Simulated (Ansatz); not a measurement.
Br$_{2}$ClHOSi, SMILES `O[Si](Cl)(Br)Br`. The species carries charge 0 and has multiplicity 1.

```xyz
6

O     1.210   -0.266    0.576
Si   -0.260    0.121    0.019
Cl   -0.154    1.620   -1.351
Br   -1.214   -1.609   -0.949
Br   -1.425    0.773    1.746
H     1.844   -0.639   -0.042
```

Problem. What are the harmonic wavenumbers in cm⁻¹ at PBE0-D4/def2-TZVP (Ansatz, finite differences of forces, unscaled)? (Best estimate.)

Solution. The calculation gave: 98, 128, 172, 191, 233, 260, 365, 507, 583, 819, 961, 3899.

Problem. Is this a minimum?

Solution. Yes, all 12 modes are real.

Problem. Give the ideal-gas thermochemistry at 298.15 K and 1 bar (rigid rotor, harmonic oscillator; point group C1, symmetry number 1).

Solution. Zero-point energy 49.1 kJ/mol; H(298) − E = 70.7 kJ/mol; entropy 376.2 J/(mol·K), of which translation 177.2, rotation 127.3, vibration 71.7; G(298) − E = -41.5 kJ/mol. Modes under 100 cm⁻¹ are hindered rotations or soft bends, so the harmonic entropy is rough.

Problem. And at 400, 500, 600, 800 and 1000 K?

Solution. 
```json
{"T (K)": "400", "H − E (kJ/mol)": "81.4", "S (J/mol/K)": "406.9", "G − E (kJ/mol)": "-81.4"}
{"T (K)": "500", "H − E (kJ/mol)": "92.4", "S (J/mol/K)": "431.6", "G − E (kJ/mol)": "-123.4"}
{"T (K)": "600", "H − E (kJ/mol)": "103.9", "S (J/mol/K)": "452.5", "G − E (kJ/mol)": "-167.6"}
{"T (K)": "800", "H − E (kJ/mol)": "127.5", "S (J/mol/K)": "486.5", "G − E (kJ/mol)": "-261.6"}
{"T (K)": "1000", "H − E (kJ/mol)": "151.8", "S (J/mol/K)": "513.5", "G − E (kJ/mol)": "-361.7"}
```

Problem. Rotational constants (cm⁻¹)?

Solution. 0.04789, 0.02763, 0.02159.
